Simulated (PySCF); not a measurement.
Match the calculated data to a structure.

All candidates are C5H6N2Si.

* 1H NMR: chemical shifts (computed TMS as zero) by class: 7.37 (1 H), 6.76 (1 H), 6.57 (1 H), 5.16 (3 H) ppm [GIAO PBE0/pcSseg-1]
* Polarisability: 93.3 au [PBE0/def2-SVPD]
* NMR, other nuclei: isotropic shieldings of nuclei other than C and H, by class: -59 (1 N), 92 (1 N), 397 (1 Si) ppm [GIAO PBE0/pcSseg-1]
* UV, first state: lowest singlet excitation: 5.43 eV (228 nm, f = 0.000) [TDDFT PBE0/def2-SVPD]
* Rotational structure: rotational constants A, B, C: 2.199, 1.953, 1.047 GHz [GFN2-xTB]
* 13C NMR: chemical shifts (computed TMS as zero) by class: 134.9 (1 C), 133.3 (1 C), 119.7 (1 C), 118.0 (1 C), 112.5 (1 C) ppm [GIAO PBE0/pcSseg-1]

Gas-phase values; electronic properties from PySCF, density fitting. Levels stand in brackets. Geometry: GFN2-xTB; no solvent, vibrations or thermal averaging. Each NMR value is the plain mean over a class of atoms that symmetry, rotation or inversion makes alike.

Question: Which candidate is it?
A. `N#C[SiH2]n1cccc1`
B. `CC#C/C=N/[SiH2]C#N`
C. `C#Cc1nccn1[SiH3]`
D. `N#Cc1cccn1[SiH3]`

Answer: D. It is `N#Cc1cccn1[SiH3]`. Numbering: `[N:1]#[C:2][c:3]1[cH:4][cH:5][cH:6][n:7]1[SiH3:8]`. Its formula, C5H6N2Si, gives 5 degrees of unsaturation: 1 ring and 4 π bonds in the structure found (Kekulé form). 5 carbons fall into 5 classes; from least to most shielded: aromatic CH next to a ring nitrogen [C6] (134.9 ppm), aromatic CH carbon [C4] (133.3 ppm), nitrile carbon [C2] (119.7 ppm), aromatic CH carbon [C5] (118.0 ppm), substituted aromatic carbon [C3] (112.5 ppm). Hydrogen classes from least to most shielded: 1 H on an aromatic CH carbon, C4 (7.37 ppm), 1 H on an aromatic CH next to a ring nitrogen, C6 (6.76 ppm), 1 H on an aromatic CH carbon, C5 (6.57 ppm), 3 H on an SiH3 silicon, Si8 (5.16 ppm). The other shieldings belong to: -59 ppm, nitrile nitrogen [N1]; 92 ppm, pyrrole-type nitrogen [N7]; 397 ppm, SiH3 silicon [Si8]. The optimised geometry has point group Cs and is an asymmetric top.

The others, at the same levels:
- `N#C[SiH2]n1cccc1` fails: it has 3 carbon classes against 5; its computed 13C shifts are 128.3 (2 C), 122.8 (1 C), 120.1 (2 C) ppm, 1H shifts are 6.77 (2 H), 6.76 (2 H), 5.27 (2 H) ppm and rotational constant A is 4.012 GHz (against 2.199 GHz).
- `CC#C/C=N/[SiH2]C#N` fails: its computed 13C shifts are 163.0 (1 C), 123.5 (1 C), 106.1 (1 C), 88.0 (1 C), 5.8 (1 C) ppm, 1H shifts are 8.34 (1 H), 5.32 (2 H), 2.34 (3 H) ppm and rotational constant A is 4.347 GHz (against 2.199 GHz).
- `C#Cc1nccn1[SiH3]` fails: its computed 13C shifts are 138.7 (1 C), 137.5 (1 C), 128.0 (1 C), 89.4 (1 C), 80.4 (1 C) ppm and 1H shifts are 7.35 (1 H), 6.78 (1 H), 5.12 (3 H), 2.96 (1 H) ppm.

Each candidate is one conformer, not necessarily the lowest. The conformers computed, where there is a choice (atom-mapped SMILES and torsion angles):
- `[N:1]#[C:2][SiH2:3][n:4]1[cH:5][cH:6][cH:7][cH:8]1`: C2–Si3–N4–C5 83°
- `[CH3:1][C:2]#[C:3]/[CH:4]=[N:5]/[SiH2:6][C:7]#[N:8]`: C4–N5–Si6–C7 -120°
